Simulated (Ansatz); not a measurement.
`[O]=[Ti]([F])[F]` from Hartree–Fock to CCSD(T)

```xyz
4

O     0.839   -1.220    0.563
Ti    0.045    0.047    0.019
F    -1.190    0.724    1.121
F     0.306    0.450   -1.703
```

Total charge 0; spin multiplicity 1. Correlated methods include outer-core shells of Ti, which these sets cover unevenly. Scalar relativity is left out up to krypton. Geometry: relaxed with PBE0-D4/def2-TZVP. Frozen core, restricted reference, the Gaussian-basis code of Ansatz.

```
     basis      HF (Eh)  MP2 corr.
  def2-SVP  -1121.94608   -0.90175
def2-TZVPP  -1122.42163   -1.19403
def2-QZVPP  -1122.44939   -1.29301
```

(1) Estimate the CCSD correlation energy and the (T) correction in each basis where they were run (hartree).

## Answers

(1) 
| basis | CCSD corr. | (T) |
| --- | --- | --- |
| def2-SVP | -0.86890 | -0.04100 |
| def2-TZVPP | -1.15776 | -0.06111 |
